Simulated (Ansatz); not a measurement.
CH8Al2OSi, relaxed with RKS PBE0-D4/def2-TZVP in Ansatz 0.2.0 from a PBE-D4/def2-SVP geometry. The force threshold is 0.005 eV/Å; the program also tests the step.

Charge 0, multiplicity 1. The bonds changed during the relaxation, so this is another structure than the one it started from.

Start:

```xyz
13

O    -0.804   -1.116   -0.265
Si    0.930   -1.004   -0.605
C     1.346    0.790   -0.505
Al    0.067    1.759    0.751
Al   -1.901    0.104    0.924
H    -1.244   -1.932   -0.569
H     1.627   -1.826    0.443
H     1.040   -1.706   -1.933
H     2.409    0.943   -0.219
H     1.194    1.276   -1.498
H     0.630    3.200    1.205
H    -3.220    0.300    0.010
H    -2.075   -0.785    2.262
```

Task: How much energy does the relaxation release, and in how many steps? (Best estimate.)

Result: Computed: 5.40 kJ/mol, in 6 steps.

Task: Which bonds change most? (Estimate.)

Result: Ansatz gave: O1–Si2 from 1.771 to 1.725 Å; C3–Al4 from 2.038 to 2.017 Å; Si2–C3 from 1.845 to 1.825 Å; Si2–H8 from 1.506 to 1.488 Å.

Task: Give the relaxed structure. (An estimate is asked.)

Result: Ansatz gave: 
```xyz
13

O    -0.787   -1.100   -0.260
Si    0.901   -0.988   -0.594
C     1.337    0.782   -0.505
Al    0.078    1.754    0.735
Al   -1.881    0.101    0.920
H    -1.230   -1.897   -0.567
H     1.589   -1.798    0.444
H     1.017   -1.685   -1.903
H     2.385    0.919   -0.221
H     1.195    1.260   -1.484
H     0.625    3.183    1.196
H    -3.184    0.273    0.005
H    -2.046   -0.802    2.233
```
